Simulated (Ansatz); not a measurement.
Reaction (SMILES): C[N](C)[GeH3] → C[N](C)[GeH2-] + H+

Property: gas-phase deprotonation energy (enthalpy at 298 K), in kcal/mol. Conventions: non-relativistic; valence correlation only (noble-gas shells and the d and f shells of earlier blocks); no spin-orbit coupling; LANL2DZ with its own core potentials from Na on; 6-31G* and kin with 6d, 5d where marked. First-principles rows: single points at B3LYP-D3(BJ) geometries (Ansatz, an electronic-structure program), with unscaled harmonic terms from B3LYP/6-31G* (LANL2DZ past Ar) (Ansatz) at its own minima. Sets without +, aug- or the D of def2-TZVPD hold no diffuse functions, which anions need.

```
level                            program  gas-phase deprotonation energy (enthalpy at 298 K) (kcal/mol)
-------------------------------  -------  -------------------------------------------------------------
MP2/STO-3G                        Ansatz                                                          481.9
MP2/3-21G                         Ansatz                                                          373.6
MP2/LANL2DZ                       Ansatz                                                          366.5
MP2/6-31G*                        Ansatz                                                          363.1
MP2/6-31G* with LANL2DZ past Ar   Ansatz                                                          364.7
```

No value to compare with is used here. The 5 habitual levels span 363.1 (MP2/6-31G*) to 481.9 kcal/mol (MP2/STO-3G).

The sets are all those run for this method; left out are runs that failed, that the program found above a lower state of the same kind, or whose <S^2> lies over 0.5 above the pure value.
